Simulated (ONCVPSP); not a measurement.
## An all-electron radial function and its pseudo partner (Zr)

Columns: radius, all-electron u(r) and pseudo u(r) of the 4s shell (level -54.50 eV) of zirconium in the configuration [Ar] 3d10 4s2 4p6 4d2 5s2; PBE, scalar-relativistic, ONCV scheme, ONCVPSP 4.0.1.

```csv
r (bohr),all-electron,pseudo
0.095,0.3365,0.0337
0.190,0.0029,0.0810
0.285,-0.4748,0.1522
0.380,-0.5330,0.2517
0.475,-0.2843,0.3767
0.570,0.0769,0.5183
0.665,0.4248,0.6632
0.760,0.7018,0.7966
0.855,0.8931,0.9054
0.950,1.0042,0.9803
1.045,1.0489,1.0171
1.140,1.0429,1.0169
1.235,1.0011,0.9845
1.330,0.9362,0.9277
1.425,0.8582,0.8548
1.520,0.7746,0.7736
1.615,0.6904,0.6902
1.710,0.6092,0.6091
1.805,0.5331,0.5331
1.900,0.4634,0.4634
1.995,0.4006,0.4005
2.090,0.3446,0.3446
2.185,0.2953,0.2953
2.280,0.2522,0.2522
2.375,0.2148,0.2147
2.470,0.1824,0.1824
```

Problem. How many radial nodes do the two functions have?

Solution. The all-electron 4s function has n − l − 1 = 3 (the table is too coarse to show those close to the nucleus); the pseudo-wave has 0, since the states of the same l below it are removed with the core.

Problem. At about which radius was the pseudo-wave matched?

Solution. 1.75 bohr. The columns agree to 0.0005 from 1.61 bohr on; several derivatives are matched, so the curves merge somewhat inside the radius.

Problem. Is the pseudo-wave norm-conserving?

Solution. Yes: the ONCV scheme keeps the norm inside the radius equal to the all-electron one, which fixes the energy derivative of the logarithmic derivative at the level.
